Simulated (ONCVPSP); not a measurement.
# vanadium, ONCV: configuration errors across variants

vanadium (V), optimised norm-conserving Vanderbilt (ONCV), made with ONCVPSP 4.0.1 (PBE, non-relativistic). Core [Ar], reference 3d3 4s1.5 4p0.5. Waves: 4s: rc 2.30 bohr, ncon 5, nbas 10, qcut 2.6 1/bohr, 2 projectors, debl 0.7 Ha; 4p: rc 3.00 bohr, ncon 4, nbas 8, qcut 3.1 1/bohr, 3 projectors, debl 1.1 Ha; 3d: rc 1.25 bohr, ncon 4, nbas 9, qcut 13.6 1/bohr, 2 projectors, debl 0.4 Ha. Local part: polynomial inside 0.85 bohr (lpopt 4, dvloc0 3 Ha). Core correction: Teter function, fcfact 4.75, rcfact 1.6.

All-electron excitation energies from the reference (eV): (1) 3d3 4s2 4p0 -1.614; (2) 3d3 4s1 4p0 6.044; (3) 3d3 4s0 4p0 20.217; (4) 3d3 4s1.5 4p0 1.445.

1 further variants failed, have other tests or another functional or relativity, and are left out.

A true bound ghost makes a file unfit for plane-wave use even where its test errors are small: the radial tests pick states by their node count and pass the ghost by.

Errors AE − PS in meV (a dash: test not solved or not reliable):

```csv
change,(1),(2),(3),(4),bound ghosts,GHOST(+) flags above zero
base,-2.9,-39,-283,-5.4,s,p
"local potential polynomial inside 0.85 bohr (lpopt 4, dvloc0 4 Ha)",-2.9,-39,-283,-5.4,s,p
p: rc 2.24,-2.8,-39,-283,-5.3,"s, p",p
s: qcut 2.3; p: qcut 2.8; d: qcut 12.3,-2.9,-39,-280,-5.4,s,p
p: debl 0.5,-2.9,-39,-283,-5.4,"s, p",p
```

Give the same row for: core correction polynomial model core, fcfact 0.7.

-0.6, -4.4, -30, -0.7; bound ghosts: s; GHOST(+) flags above zero: p.
